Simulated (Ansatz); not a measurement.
Start from `N#COCN` and change one atom or group to get `NC[O][InH2]`.

Ansatz, PBE0-D4/def2-TZVP geometries, multiplicity 1. Each molecule was computed in one conformer, which needn't be the lowest.

Elements past krypton have def2 core potentials.

| property | `N#COCN` |
| --- | --- |
| LUMO energy (PBE0/def2-TZVPP) / eV | 0.51 |
| LUMO energy (ωB97M-V/def2-TZVPP) / eV | 1.90 |
| LUMO energy (B3LYP/def2-TZVPP) / eV | 0.13 |
| size of the dipole moment (ωB97M-V/def2-TZVPP) / D | 5.09 |
| HOMO–LUMO gap (PBE0/def2-TZVPP) / eV | 8.78 |
| HOMO–LUMO gap (PBE/def2-TZVPP) / eV | 6.47 |

(1) Give the same properties after the change, and the shifts. (Best estimate.)

## Answers

(1) Ansatz gave: 
```json
{"property": "LUMO energy (PBE0/def2-TZVPP) / eV", "`NC[O][InH2]`": "-1.59", "shift": "-2.10"}
{"property": "LUMO energy (ωB97M-V/def2-TZVPP) / eV", "`NC[O][InH2]`": "-0.18", "shift": "-2.08"}
{"property": "LUMO energy (B3LYP/def2-TZVPP) / eV", "`NC[O][InH2]`": "-1.88", "shift": "-2.01"}
{"property": "size of the dipole moment (ωB97M-V/def2-TZVPP) / D", "`NC[O][InH2]`": "2.13", "shift": "-2.96"}
{"property": "HOMO–LUMO gap (PBE0/def2-TZVPP) / eV", "`NC[O][InH2]`": "5.35", "shift": "-3.43"}
{"property": "HOMO–LUMO gap (PBE/def2-TZVPP) / eV", "`NC[O][InH2]`": "3.28", "shift": "-3.19"}
```

With PBE0 the HOMO rises by 1.32 eV and the LUMO falls by 2.10 eV, so the gap narrows by about 3.42 eV. PBE moves the HOMO by 1.25 eV and ωB97M-V by 1.27 eV. Dipoles are sizes alone; their direction can turn.

B3LYP here is the variant with VWN-RPA as its local correlation; programs differ in this.
